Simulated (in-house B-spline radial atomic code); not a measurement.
## Ionising Sb+ with different functionals

Computed with a B-spline radial code for spherical atoms: four-component Dirac-Coulomb Hamiltonian, Fermi nucleus of rms radius 4.6802 fm, spin-restricted, spherical fractional occupations for the functionals. The ionisation energy is the difference of two self-consistent energies, [Kr] 4d10 5s2 5p2 → [Kr] 4d10 5s2 5p1, without Breit or QED terms; ε is the level of the shell that loses the electron (mean over j). The electron is taken from both j subshells in proportion to 2j + 1, so the result is a j average, not the step between ground levels.

Hybrids are left out here: with spherical fractional occupations of an open shell their exact exchange keeps a self-interaction that integer-occupation calculations don't have.

```
           method  rung  ΔSCF (eV)  -ε(5p) (eV)
         LDA VWN5   LDA      16.27        12.24
 relativistic LDA   LDA      16.26        12.24
         LDA PW92   LDA      16.27        12.24
LDA exchange-only   LDA      15.09        11.10
              PBE   GGA      15.99        12.01
           PBEsol   GGA      16.03        12.05
             BLYP   GGA      15.93        11.91
             RPBE   GGA      15.89        11.94
             PW91   GGA      16.07        12.08
             BP86   GGA      16.16        12.17
             AM05   GGA      15.98        11.99
             OLYP   GGA      15.73        11.77
```

Task: How do they compare with the NIST value?

Result: NIST lists 16.63 eV ± 0.025 (measured, ground level to ground level). Errors run from -1.54 to -0.36 eV; LDA VWN5 is closest (-0.36 eV), though others lie within the uncertainty of it, and part of that can be cancellation, since the calculations leave out Breit-QED terms, spin polarisation, the choice among j levels, multiplet and fine-structure energies.
